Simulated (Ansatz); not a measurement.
Basis sets compared for the cluster Pd₃Au₂⁺ (the lowest doublet isomer of a short search). Total charge 1; doublet. Geometry r2SCAN-D4/def2-SVP. Ansatz on 4 threads of Arm Neoverse V1 on a shared host; times are rough, and most runs start from earlier orbitals.

```tsv
atom	x (Å)	y (Å)	z (Å)
Pd1	0.6410	-1.3033	-0.6303
Pd2	0.5518	1.3569	-0.6013
Pd3	-1.4313	-0.0316	-1.4741
Au4	-1.2133	-0.0541	1.1410
Au5	1.4519	0.0320	1.5647
```

In the def2 sets Au, Pd take a core potential; there is no spin–orbit coupling. At PBE0-D4/def2-SVP, PBE0-D4/def2-TZVP the charge 1 doublet is spin-contaminated (final ⟨S²⟩ up to 0.83, 0.75 for a pure state). No other spin state of charge 1 was run. The structure comes from a short search, and lower isomers may exist.

| level | functions | energy (Eh) | HOMO (eV) | LUMO (eV) | wall time |
| --- | --- | --- | --- | --- | --- |
| PBE-D4/def2-SVP | 157 | -655.1069 | -9.64 | -9.20 | 9 s |
| PBE0-D4/def2-SVP | 157 | -654.8936 | -10.56 | -8.10 | 17 s |

(1) Estimate the rows for PBE-D4/def2-TZVP (with forces), PBE0-D4/def2-TZVP.

Answers

(1) 
```
                         level  functions  energy (Eh)  HOMO (eV)  LUMO (eV)  wall time
PBE-D4/def2-TZVP (with forces)        200    -655.2263      -9.59      -9.16       11 s
             PBE0-D4/def2-TZVP        200    -655.0089     -10.51      -8.07       29 s
```
